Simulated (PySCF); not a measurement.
# Pb (lead, neutral) across methods

[Xe] 4f14 5d10 6s2 6p2, high-spin 3P determinant. Computed with PySCF 2.14 in def2-QZVPPD with the def2 core potential (60 electrons) (8s6p5d4f1g, 88 functions), with scalar relativity through the core potential. The B2PLYP total includes its PT2 part (frozen core); its orbital energies are those of the SCF part.

```
 method  E (hartree)  mean ε 6s α (eV)  mean ε 6s β (eV)  mean ε 6p α (eV)  Σ⟨r²⟩ (bohr²)   ⟨S²⟩
 revPBE    -192.9197           -12.236           -11.209            -3.885          66.32  2.002
LC-wPBE    -192.8650           -16.758           -14.614            -7.119          65.08  2.007
    LDA    -192.5695           -12.573           -11.742            -4.007          66.21  2.001
  B3LYP    -192.9067           -13.364           -12.192            -4.533          66.27  2.002
    UHF   -191.83621           -16.959           -13.695            -6.942          66.66  2.011
    PBE    -192.8657           -12.304           -11.331            -3.918          66.39  2.002
 r2SCAN    -192.9265           -12.755           -11.412            -4.198          65.60  2.005
   PBE0    -192.8377           -13.687           -12.180            -4.796          65.91  2.003
```

Estimate the same row for B2PLYP.

E (hartree) = -192.5135; mean ε 6s α (eV) = -14.846; mean ε 6s β (eV) = -12.872; mean ε 6p α (eV) = -5.466; Σ⟨r²⟩ (bohr²) = 66.31; ⟨S²⟩ = 2.004.

Energies and moments cover only the electrons outside the core potential. Spin-orbit coupling is strong in this species (close to jj coupling), so the high-spin LS determinant is a model state, not a physical level.
